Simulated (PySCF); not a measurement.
Method: PySCF with B3LYP-D3(BJ)/def2-TZVP // B3LYP-D3(BJ)/def2-SVP. All species are isolated molecules in the gas phase. One relaxed conformer stands for a flexible species; it need not be the lowest. B3LYP has the VWN-RPA correlation part, as in Gaussian. Delta-SCF ions had no search for a lower state. 

Reference species (SMILES): `[SH][GeH2][SH]` (H–S–Ge–S torsion -140°, S–Ge–S–H torsion -140°) (neutral, multiplicity 1).

The HOMO is -7.11 eV. The LUMO is -0.77 eV. The HOMO–LUMO gap is 6.34 eV and the vertical ionisation energy (Delta-SCF) is 9.25 eV.

After one change: the HOMO increases by 0.39 eV; the LUMO falls by 0.75 eV; the HOMO–LUMO gap drops by 1.14 eV; the vertical ionisation energy (Delta-SCF) decreases by 1.01 eV.

Question: What was changed between the two runs? The new species is one of these.
A) `[SH][GeH2][GeH2][GeH2][GeH2][SH]`
B) `[SH][GeH2][GeH2][GeH2][GeH2][GeH2][GeH2][SH]`
C) `[SH][GeH2][GeH2][SH]`

Answer: A, `[SH][GeH2][GeH2][GeH2][GeH2][SH]`
